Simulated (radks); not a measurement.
Results of a calculation; reference values are marked as such.
Te XXXVIII, 15 electrons, occupied as [Ne] 3s2 3p2 5p1 (not the ground configuration). Code: a radial shooting solver on a logarithmic mesh with Libxc functionals. Model: Dirac Kohn-Sham, BLYP, spin-unpolarised, spherical densities, point nucleus; open shells fill j = l - 1/2 first.

Spin-orbit splittings of the eigenvalues, e(l+1/2) - e(l-1/2), with zeta = 2 splitting/(2l+1) and mean radii in bohr:

shell  occ.  splitting (eV)  zeta (eV)  <r> j=l-1/2  <r> j=l+1/2
2p        6           282.5      188.3      0.09926       0.1046
3p        2           70.55      47.03       0.2729       0.2809
5p        1               ?          ?       0.8659       0.8799

Estimate the 5p splitting.

Answer. 13.24 eV (zeta = 8.826 eV).
